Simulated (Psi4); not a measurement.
C$_{2}$H$_{6}$N, doublet, geometry from GFN2-xTB; PBE0/cc-pVDZ (Psi4).

The Psi4 input:
```
memory 2 GB

molecule mol {
0 2
  C    -0.109724   -0.156350    1.264401
  N     0.109822    0.484795    0.051864
  C    -0.005386   -0.280277   -1.163650
  H     0.066357    0.431351    2.145298
  H    -0.908013   -0.874956    1.279454
  H     0.911086    1.103266    0.064361
  H     0.818077   -0.993578   -1.305163
  H    -0.026171    0.400420   -2.014966
  H    -0.939436   -0.840302   -1.136534
}

set basis cc-pvdz
set reference uks
set damping_percentage 20

energy('pbe0')
print_variables()
```

**Question.** Write the output that Psi4 gives for this input, abridged.

**Answer.** 
```
   => Loading Basis Set <=

    Name: CC-PVDZ
    Role: ORBITAL
    Keyword: BASIS

         ---------------------------------------------------------
                                   SCF
               by Justin Turney, Rob Parrish, Andy Simmonett
                          and Daniel G. A. Smith
                              UKS Reference
         ---------------------------------------------------------

  ==> Geometry <==

    Molecular point group: c1
    Full point group: C1

    Geometry (in Angstrom), charge = 0, multiplicity = 2:

       Center              X                  Y                   Z               Mass
    ------------   -----------------  -----------------  -----------------  -----------------
         C           -0.111490502056    -0.173812924797     1.242604273716    12.000000000000
         N            0.108055497944     0.467332075203     0.030067273716    14.003074004430
         C           -0.007152502056    -0.297739924797    -1.185446726284    12.000000000000
         H            0.064590497944     0.413888075203     2.123501273716     1.007825032230
         H           -0.909779502056    -0.892418924797     1.257657273716     1.007825032230
         H            0.909319497944     1.085803075203     0.042564273716     1.007825032230
         H            0.816310497944    -1.011040924797    -1.326959726284     1.007825032230
         H           -0.027937502056     0.382957075203    -2.036762726284     1.007825032230
         H           -0.941202502056    -0.857764924797    -1.158330726284     1.007825032230

  Running in c1 symmetry.

  Rotational constants: A =      1.43381  B =      0.32885  C =      0.28610 [cm^-1]
  Rotational constants: A =  42984.58456  B =   9858.60820  C =   8577.15516 [MHz]
  Nuclear repulsion =   78.055381634181671

  Charge       = 0
  Multiplicity = 2
  Electrons    = 25
  Nalpha       = 13
  Nbeta        = 12

  ==> Algorithm <==

  SCF Algorithm Type is DF.
  DIIS enabled.
  MOM disabled.
  Fractional occupation disabled.
  Guess Type is SAD.
  Energy threshold   = 1.00e-06
  Density threshold  = 1.00e-06
  Integral threshold = 1.00e-12

  ==> Primary Basis <==

  Basis Set: CC-PVDZ
    Blend: CC-PVDZ
    Number of shells: 36
    Number of basis functions: 72
    Number of Cartesian functions: 75
    Spherical Harmonics?: true
    Max angular momentum: 2

  ==> DFT Potential <==

   => LibXC <=

    Version 7.1.2
    S. Lehtola, C. Steigemann, M. J. T. Oliveira, and M. A. L. Marques,  SoftwareX 7, 1–5 (2018) (10.1016/j.softx.2017.11.002)

   => Composite Functional: PBE0 <=

    PBE0 Hyb-GGA Exchange-Correlation Functional

    C. Adamo and V. Barone,  J. Chem. Phys. 110, 6158 (1999) (10.1063/1.478522)
    M. Ernzerhof and G. E. Scuseria,  J. Chem. Phys. 110, 5029 (1999) (10.1063/1.478401)

    Deriv               =              1
    GGA                 =           TRUE
    Meta                =          FALSE

    Exchange Hybrid     =           TRUE
    MP2 Hybrid          =          FALSE

   => Exchange Functionals <=

    0.7500   Perdew, Burke & Ernzerhof

   => Exact (HF) Exchange <=

    0.2500               HF

   => Correlation Functionals <=

    1.0000   Perdew, Burke & Ernzerhof

   => LibXC Density Thresholds  <==

    XC_HYB_GGA_XC_PBEH:  1.00E-15

   => Molecular Quadrature <=

    Radial Scheme          =       TREUTLER
    Pruning Scheme         =           NONE
    Nuclear Scheme         =       TREUTLER

    Blocking Scheme        =         OCTREE
    BS radius alpha        =              1
    Pruning alpha          =              1
    Radial Points          =             75
    Spherical Points       =            302
    Total Points           =         193983
    Total Blocks           =           1515
    Max Points             =            256
    Max Functions          =             72
    Weights Tolerance      =       1.00E-15

   => Loading Basis Set <=

    Name: (CC-PVDZ AUX)
    Role: JKFIT
    Keyword: DF_BASIS_SCF

  ==> Integral Setup <==

  SCF_SUBTYPE=INCORE selected. In-core MEM_DF algorithm will be used.
  Using in-core AOs.

  ==> MemDFJK: Density-Fitted J/K Matrices <==

    J tasked:                   Yes
    K tasked:                   Yes
    wK tasked:                   No
    Algorithm:                 Core
    Schwarz Cutoff:           1E-12
    Mask sparsity (%):       0.0000
    Fitting Condition:        1E-10

   => Auxiliary Basis Set <=

  Basis Set: (CC-PVDZ AUX)
    Blend: CC-PVDZ-JKFIT
    Number of shells: 126
    Number of basis functions: 348
    Number of Cartesian functions: 393
    Spherical Harmonics?: true
    Max angular momentum: 3

  Minimum eigenvalue in the overlap matrix is 1.0636563779E-02.
  Reciprocal condition number of the overlap matrix is 1.9903980102E-03.
    Using symmetric orthogonalization.

  ==> Pre-Iterations <==

  SCF Guess: Superposition of Atomic Densities via on-the-fly atomic UHF (no occupation information).

   -------------------------
    Irrep   Nso     Nmo
   -------------------------
     A         72      72
   -------------------------
    Total      72      72
   -------------------------

  ==> Iterations <==

                           Total Energy        Delta E     RMS |[F,P]|

   @DF-UKS iter SAD:  -133.86077830816109   -1.33861e+02   0.00000e+00
   @DF-UKS iter   1:  -134.13507823269887   -2.74300e-01   8.64007e-03 ADIIS/DIIS
   @DF-UKS iter   2:  -134.11733680078419    1.77414e-02   9.19147e-03 ADIIS/DIIS/DAMP=20%
   @DF-UKS iter   3:  -133.71599014134651    4.01347e-01   1.08256e-03 ADIIS/DIIS/DAMP=20%
   @DF-UKS iter   4:  -134.28630257277965   -5.70312e-01   9.01915e-04 ADIIS/DIIS/DAMP=20%
   @DF-UKS iter   5:  -134.31618905141380   -2.98865e-02   4.80833e-04 ADIIS/DIIS/DAMP=20%
   @DF-UKS iter   6:  -134.32116766867529   -4.97862e-03   1.35373e-04 ADIIS/DIIS/DAMP=20%
   @DF-UKS iter   7:  -134.33574102572345   -1.45734e-02   2.96237e-05 DIIS/DAMP=20%
   @DF-UKS iter   8:  -134.34605642194887   -1.03154e-02   1.56985e-05 DIIS/DAMP=20%
   @DF-UKS iter   9:  -134.34744928259300   -1.39286e-03   8.91250e-06 DIIS/DAMP=20%
   @DF-UKS iter  10:  -134.34748207146038   -3.27889e-05   4.58200e-06 DIIS/DAMP=20%
   @DF-UKS iter  11:  -134.34788238947115   -4.00318e-04   2.09666e-06 DIIS/DAMP=20%
   @DF-UKS iter  12:  -134.34791625256278   -3.38631e-05   1.03776e-06 DIIS/DAMP=20%
   @DF-UKS iter  13:  -134.34789278676143    2.34658e-05   5.54151e-07 DIIS/DAMP=20%
   @DF-UKS iter  14:  -134.34790356153758   -1.07748e-05   1.33924e-07 DIIS/DAMP=20%
   @DF-UKS iter  15:  -134.34788807671768    1.54848e-05   6.13311e-08 DIIS/DAMP=20%
   @DF-UKS iter  16:  -134.34788306880083    5.00792e-06   1.70283e-08 DIIS/DAMP=20%
   @DF-UKS iter  17:  -134.34788101777141    2.05103e-06   4.30090e-09 DIIS/DAMP=20%
   @DF-UKS iter  18:  -134.34787996106189    1.05671e-06   2.56063e-09 DIIS/DAMP=20%
   @DF-UKS iter  19:  -134.34787982847675    1.32585e-07   5.59564e-10 DIIS/DAMP=20%
  Energy and wave function converged.

  ==> Post-Iterations <==

   Electrons on quadrature grid:
      Nalpha   =   13.0000149190 ; deviation = 1.492e-05
      Nbeta    =   12.0000155948 ; deviation = 1.559e-05
      Ntotal   =   25.0000305138 ; deviation = 3.051e-05

   @Spin Contamination Metric:   3.493412006E-03
   @S^2 Expected:                7.500000000E-01
   @S^2 Observed:                7.534934120E-01
   @S   Expected:                5.000000000E-01
   @S   Observed:                5.000000000E-01

    Orbital Energies [Eh]
    ---------------------

    Alpha Occupied:

[...]
      13A     -0.148609

    Alpha Virtual:

[...]
    Beta Occupied:

[...]
    Beta Virtual:

[...]
    Final Occupation by Irrep:
              A
    DOCC [    12 ]
    SOCC [     1 ]
    NA   [    13 ]
    NB   [    12 ]

  @DF-UKS Final Energy:  -134.34787982847675

   => Energetics <=

    Nuclear Repulsion Energy =             78.0553816341816713
    One-Electron Energy =                -334.6215772830736341
    Two-Electron Energy =                 137.2874445546921152
    DFT Exchange-Correlation Energy =     -15.0691287342769265
    Empirical Dispersion Energy =           0.0000000000000000
    VV10 Nonlocal Energy =                  0.0000000000000000
    Total Energy =                       -134.3478798284767493

  UHF NO Occupations:
  HONO-2 :   11  A 1.9995610
  HONO-1 :   12  A 1.9989840
  HONO-0 :   13  A 1.0000000
  LUNO+0 :   14  A 0.0010160
  LUNO+1 :   15  A 0.0004390
  LUNO+2 :   16  A 0.0001425
  LUNO+3 :   17  A 0.0000804

Computation Completed

Properties will be evaluated at   0.000000,   0.000000,   0.000000 [a0]

Properties computed using the SCF density matrix

 Multipole Moments:

 ------------------------------------------------------------------------------------
     Multipole            Electronic (a.u.)      Nuclear  (a.u.)        Total (a.u.)
 ------------------------------------------------------------------------------------

 L = 1.  Multiply by 2.5417464519 to convert [e a0] to [Debye]
 Dipole X            :          0.2865814           -0.0834665            0.2031149
 Dipole Y            :          0.9880427           -0.8249961            0.1630466
 Dipole Z            :          0.6453101           -1.0297385           -0.3844285
 Magnitude           :                                                    0.4643545

 ------------------------------------------------------------------------------------

  Variable Map:
  ----------------------------------------------------------------------------
[...]
  Array Variable Map:
  ----------------------------------------------------------------------------
[...]
[...]
```
